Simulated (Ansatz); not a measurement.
## How methods differ on AlSi2H5O (SMILES [SiH3][Al]1[O][SiH2]1)

AlSi2H5O: 9 atoms, total charge 0, spin state singlet. SMILES: `[SiH3][Al]1[O][SiH2]1`. Geometry: relaxed at PBE0-D4/def2-TZVP.

```xyz
9

Si   -0.6529    1.7171   -1.3347
Al   -0.1249   -0.1489    0.1628
O     1.3927   -0.9653    0.4343
Si    0.4786   -1.8777    1.5209
H    -1.7638    1.3267   -2.2449
H    -1.1001    2.8864   -0.5293
H     0.5265    2.1128   -2.1502
H     0.4033   -3.3276    1.1870
H     0.9290   -1.7700    2.9369
```

Each level gives the energy change with the Si4–H8 bond stretched from 1.490 to 3.277 Å (eV). The values are calculated.

```tsv
level	kind	program	value (eV)	CPU time (all runs)
SVWN5/6-31G* (spherical functions) (restricted)	LDA	Ansatz	3.81	9.7 s
PBE/6-31G* (spherical functions) (restricted)	GGA	Ansatz	3.74	16 s
BHLYP/6-31G* (spherical functions) (restricted)	global hybrid	Ansatz	4.62	20 s
r2SCAN0/6-31G* (spherical functions) (restricted)	hybrid meta-GGA	Ansatz	4.40	39 s
HSE06/6-31G* (spherical functions) (restricted)	range-separated hybrid	Ansatz	4.21	21 s
RPA@PBE/6-31G* (spherical functions) (restricted)	RPA	Ansatz	3.55	26 s
RPA@PBE0/6-31G* (spherical functions) (restricted)	RPA	Ansatz	3.93	29 s
BCCD(T)/6-31G* (spherical functions) (restricted)	coupled cluster or CI	Ansatz	3.26	29 s
```

The first shape isn't each level's own minimum. The values span 3.26 to 4.62 eV. In so small a basis fixed costs decide the times, and correlated methods can beat functionals. Times are those of the runs behind each value, whatever else they computed, on shared processors of several kinds: orders of magnitude only.
